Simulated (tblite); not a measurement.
Species: C4H9NSi2.
Numbering: `[CH:1]#[C:2][Si@:3]([NH2:4])([SiH3:5])[CH:6]=[CH2:7]` (hydrogens: H8 on C1; H9, H10 on N4; H11, H12, H13 on Si5; H14 on C6; H15, H16 on C7)

Computed with GFN2-xTB (tblite), gas phase: L-BFGS steps from a force-field or distance-geometry start until the largest atomic force falls under 0.01 eV/Å.

Step 3: E = -527.8603 eV
```
atom  x, y, z in Å  |  force x, y, z in eV/Å
C1     -2.9126   -0.1344    1.0096   -0.147   0.025   0.037
C2     -1.7942   -0.3289    0.6223    0.042  -0.241  -0.102
Si3    -0.0566   -0.6167    0.0598   -0.106   0.307   0.022
N4      0.2440   -2.3123   -0.1368    0.013   0.311  -0.004
Si5     1.4212    0.3876    1.4756   -0.062  -0.099   0.037
C6      0.1216    0.3506   -1.5385   -0.164   0.505  -0.070
C7      0.0355    1.6774   -1.5924    0.049  -0.672  -0.157
H8     -3.8923    0.0375    1.3372   -0.193   0.057   0.082
H9      0.3018   -2.6194   -1.0890   -0.100  -0.303  -0.248
H10     1.0961   -2.5572    0.3291    0.219  -0.498   0.140
H11     1.3865   -0.3473    2.7373    0.260   0.140   0.155
H12     0.9692    1.7588    1.6371    0.101   0.196   0.232
H13     2.7511    0.4281    0.8600    0.100  -0.008   0.207
H14     0.3276   -0.1766   -2.4574   -0.008  -0.066  -0.161
H15    -0.1577    2.2903   -0.7297   -0.034  -0.042   0.000
H16     0.1511    2.1715   -2.5353    0.032   0.388  -0.170
```

Step 4: E = -527.8819 eV
```
atom  x, y, z in Å  |  force x, y, z in eV/Å
C1     -2.9127   -0.1344    1.0094   -0.372   0.062   0.113
C2     -1.7960   -0.3331    0.6212    0.060  -0.229  -0.108
Si3    -0.0589   -0.6128    0.0598   -0.044   0.323  -0.013
N4      0.2442   -2.3048   -0.1374    0.367  -0.009  -0.131
Si5     1.4200    0.3867    1.4766   -0.035  -0.021   0.052
C6      0.1188    0.3568   -1.5401   -0.069  -0.405  -0.161
C7      0.0361    1.6689   -1.5958   -0.030   0.413  -0.190
H8     -3.8964    0.0387    1.3389   -0.031   0.027   0.027
H9      0.2998   -2.6252   -1.0931   -0.129  -0.174   0.043
H10     1.1003   -2.5671    0.3317   -0.122  -0.344  -0.031
H11     1.3916   -0.3448    2.7407    0.249   0.135   0.145
H12     0.9713    1.7622    1.6415    0.117   0.134   0.220
H13     2.7533    0.4279    0.8639    0.066  -0.011   0.211
H14     0.3273   -0.1777   -2.4602   -0.041  -0.008  -0.037
H15    -0.1581    2.2888   -0.7304   -0.004  -0.146  -0.129
H16     0.1517    2.1788   -2.5380    0.018   0.252  -0.011
```

Step 5: E = -527.9209 eV
```
atom  x, y, z in Å  |  force x, y, z in eV/Å
C1     -2.9165   -0.1336    1.0100   -0.691   0.111   0.222
C2     -1.8049   -0.3437    0.6196    0.286  -0.243  -0.185
Si3    -0.0647   -0.6057    0.0585    0.069   0.279  -0.017
N4      0.2579   -2.2909   -0.1438    0.412  -0.203  -0.168
Si5     1.4176    0.3887    1.4801    0.025  -0.008   0.074
C6      0.1127    0.3571   -1.5471   -0.030  -0.476  -0.229
C7      0.0365    1.6679   -1.6062   -0.057   0.594  -0.160
H8     -3.9024    0.0408    1.3417    0.068   0.009  -0.006
H9      0.2932   -2.6371   -1.0936   -0.134  -0.084   0.133
H10     1.0999   -2.5906    0.3330   -0.226  -0.193  -0.073
H11     1.4057   -0.3385    2.7510    0.217   0.152   0.079
H12     0.9780    1.7691    1.6537    0.122   0.085   0.202
H13     2.7595    0.4273    0.8748   -0.018  -0.011   0.220
H14     0.3262   -0.1800   -2.4658   -0.059  -0.011  -0.006
H15    -0.1586    2.2817   -0.7359   -0.007  -0.124  -0.129
H16     0.1526    2.1964   -2.5414    0.021   0.122   0.043
```

Step 6: E = -527.9897 eV
```
atom  x, y, z in Å  |  force x, y, z in eV/Å
C1     -2.9354   -0.1302    1.0140   -0.342   0.014   0.095
C2     -1.8313   -0.3775    0.6135    0.080  -0.094  -0.094
Si3    -0.0774   -0.5842    0.0541    0.267  -0.008  -0.062
N4      0.3042   -2.2555   -0.1663    0.486  -0.517  -0.157
Si5     1.4125    0.3955    1.4926    0.151   0.037   0.142
C6      0.0947    0.3560   -1.5731    0.031  -0.139  -0.240
C7      0.0364    1.6718   -1.6383   -0.085   0.426  -0.039
H8     -3.9188    0.0472    1.3501    0.056   0.007  -0.005
H9      0.2713   -2.6715   -1.0913   -0.135   0.139   0.271
H10     1.0943   -2.6600    0.3355   -0.476   0.231  -0.177
H11     1.4498   -0.3172    2.7812    0.113   0.176  -0.080
H12     0.9999    1.7894    1.6925    0.125  -0.052   0.142
H13     2.7753    0.4253    0.9106   -0.186  -0.003   0.205
H14     0.3215   -0.1875   -2.4826   -0.084  -0.065  -0.041
H15    -0.1604    2.2600   -0.7536   -0.034   0.012  -0.049
H16     0.1560    2.2472   -2.5502    0.032  -0.165   0.087
```

Problem. Estimate the geometry and energy of step 7. (The exact step hangs on the optimiser's Hessian estimate; all steps are aligned on step 6, rigid shifts and turns removed.)

Solution. E = -528.0072 eV, largest force 0.277 eV/Å
```
atom  x, y, z in Å  |  force x, y, z in eV/Å
C1     -2.9417   -0.1297    1.0152   -0.179  -0.029   0.037
C2     -1.8398   -0.3875    0.6114    0.097  -0.055  -0.086
Si3    -0.0775   -0.5806    0.0518    0.240  -0.117  -0.073
N4      0.3230   -2.2513   -0.1745    0.158  -0.167  -0.130
Si5     1.4132    0.3985    1.4982    0.114   0.022   0.112
C6      0.0901    0.3569   -1.5831    0.033  -0.005  -0.149
C7      0.0353    1.6758   -1.6475   -0.078   0.184   0.021
H8     -3.9234    0.0492    1.3526    0.021   0.011   0.006
H9      0.2634   -2.6790   -1.0870   -0.128   0.073   0.095
H10     1.0864   -2.6757    0.3339   -0.214   0.145  -0.011
H11     1.4633   -0.3090    2.7884    0.084   0.157  -0.074
H12     1.0076    1.7939    1.7050    0.114  -0.060   0.127
H13     2.7772    0.4248    0.9231   -0.166   0.003   0.174
H14     0.3192   -0.1907   -2.4883   -0.085  -0.062  -0.071
H15    -0.1615    2.2545   -0.7589   -0.046   0.069  -0.002
H16     0.1574    2.2589   -2.5517    0.036  -0.169   0.023
```

The energy changes by -0.0175 eV. The first-order estimate −F·Δx gives -0.0237 eV and the mean of the old and new forces, exact on a quadratic surface, -0.0176 eV. The step makes an angle of 68° with the force vector and moves no atom by more than 0.021 Å.

The cost below is that of the whole relaxation. The run took 0.88 s on Arm Neoverse N1, one thread, no GPU (shared host).
